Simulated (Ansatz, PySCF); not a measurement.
Reaction (SMILES): NN (N2H4) [hydrazine] + [H][H] (H2) → 2 N (NH3)
Structures are relaxed separately at B3LYP-D3(BJ)/def2-TZVP in Ansatz (an electronic-structure program), one conformer each, not searched for the lowest. Frequencies are from Ansatz or PySCF.
Geometry of the first species:
```
N
H 1 1.0116
H 1 1.0154 2 108.30
N 1 1.4300 2 107.93 3 122.00
H 4 1.0116 1 107.93 2 150.52
H 4 1.0154 5 108.30 1 -122.00
```
Charge 0, spin multiplicity 1.

Quantity: energy of full hydrogenation (enthalpy at 298 K, with B3LYP-D3(BJ) rigid-rotor harmonic-oscillator terms), in kcal/mol. Correlated levels leave the core frozen unless marked. Spin-orbit coupling is left out. Non-relativistic. CBS marks a two-point X^-3 extrapolation of the correlation energy; Hartree-Fock from the larger set. The bracket is a focal-point correction in the basis named.

From measured enthalpies of formation at 298 K: -44.6 kcal/mol (NN (N2H4) 22.8, ATcT 1.112; [H][H] (H2) 0.0, ATcT 1.112; N (NH3) -10.9, ATcT 1.112). It holds spin-orbit effects, and any other conformers, which the calculations lack, and core correlation, which the frozen-core levels lack.

```csv
level,program,energy of full hydrogenation (kcal/mol),error against measurement
HF/def2-TZVPPD,Ansatz,-46.9,-2.3
B3LYP-D3(BJ)/def2-TZVPD,Ansatz + dftd3,-42.9,1.7
PBE0/STO-3G,Ansatz,-21.5,23.1
PBE0/def2-TZVP,Ansatz,-42.6,2.0
PBE0/def2-TZVPD,Ansatz,-43.5,1.1
TPSSh-D4/def2-TZVPD,PySCF + dftd4,-39.8,4.8
r2SCANh-D4/def2-TZVPD,Ansatz + dftd4,-43.9,0.7
PW6B95/def2-TZVPD,PySCF,-43.3,1.3
MN15/def2-TZVPD,PySCF,-41.4,3.2
B2GP-PLYP/def2-TZVPD,Ansatz,-44.5,0.1
MP2/def2-QZVPP,Ansatz,-46.3,-1.7
"MP2/CBS(def2-TZVPP,def2-QZVPP)",Ansatz,-46.4,-1.8
SCS-MP2/aug-cc-pVTZ,Ansatz,-45.6,-1.0
CCSD/aug-cc-pVDZ,Ansatz,-46.0,-1.4
CCSD/def2-QZVPP,Ansatz,-45.6,-1.0
CCSD(T)/aug-cc-pVDZ,Ansatz,-45.5,-0.9
CCSD(T)/def2-SVP,Ansatz,-41.2,3.4
CCSD(T)/def2-QZVPP,Ansatz,-45.0,-0.4
CCSD(T)/def2-QZVPPD,Ansatz,-45.1,-0.5
"RI-MP2/CBS(def2-TZVPP,def2-QZVPP)+[CCSD(T)-MP2]/def2-TZVPP",Ansatz,-45.2,-0.6
"CCSD(T)/CBS(def2-TZVPPD,def2-QZVPPD)",Ansatz,-45.1,-0.5
```
